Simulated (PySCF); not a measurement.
Computed shifts of a molecule CH₉FOSi₃, HF/pcSseg-1 (PySCF), GIAO, gas phase, atoms alike by connectivity averaged where their shifts nearly agree, in ppm (number of nuclei): ¹³C: -8.2 (1). ²⁹Si: -23.5 (1), -36.9 (1), -61.3 (1). ¹⁹F: -139.4 (1). ¹H: 5.10 (2), 4.64 (2), 4.03 (2), 0.42 (3). References: ¹³C against TMS (σ = 192.6 ppm); ²⁹Si against TMS (σ = 393.8 ppm); ¹⁷O against H2O (σ = 333.0 ppm); ¹⁹F against CFCl3 (σ = 238.5 ppm); ¹H against TMS (σ = 31.99 ppm), references at their B3LYP-D3(BJ)/def2-TZVP geometries, non-relativistic. Geometry: r2SCAN-D4/def2-SVP. The values are those of a single conformer.

Task: Which molecule gave these data?
A) C[SiH2][SiH2]O[SiH2]F
B) OC[Si@H]([SiH3])[SiH2]F
C) C[Si@@](O)([SiH3])[SiH2]F
D) O[C@H]([SiH2]F)[SiH2][SiH3]

Result: A, C[SiH2][SiH2]O[SiH2]F
